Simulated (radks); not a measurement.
The numbers below are computed, except where a source is named.
Fractional charge and spin in the 6s shell of dysprosium: the spin-up occupation runs from 0 to 1 and the spin-down occupation from 0 to 1; the fullest corner is Dy, [Xe] 4f(up 5, down 5) 6s(up 1, down 1). Level of theory: scalar-relativistic Kohn-Sham, PBEsol, spin-polarised, spherical densities, finite nucleus; Fermi nuclear charge, rms radius of each element as measured or else 0.836 A^(1/3) + 0.57 fm (a radial shooting solver on a logarithmic mesh with Libxc functionals). Energy (eV) minus the two flat planes that join the four corners (they meet along the diagonal where the two added fractions sum to one electron); zero is where a piecewise linear energy would lie.

down \ up,0,0.25,0.5,0.75,1
0,0.000,-0.484,-0.642,-0.481,0.000
0.25,-0.484,-0.575,-0.356,0.172,-0.429
0.5,-0.642,-0.356,0.231,-0.320,-0.569
0.75,-0.481,0.172,-0.320,-0.519,-0.425
1,0.000,-0.429,-0.569,-0.425,0.000

Corners above the fullest one (they belong to Dy+ and the next ion): (up 1, down 0) 6.019 eV, (up 0, down 1) 6.019 eV, (up 0, down 0) 17.804 eV. With half an added electron in each spin the energy lies 0.231 eV from the planes, and with half an added electron in spin up alone -0.642 eV. The planes are only a guide here: the flat-plane condition holds for ground states with one frontier orbital, while this shell lies below other occupied shells, so the corners above the fullest one are inner-hole states and not the ground states of those ions.
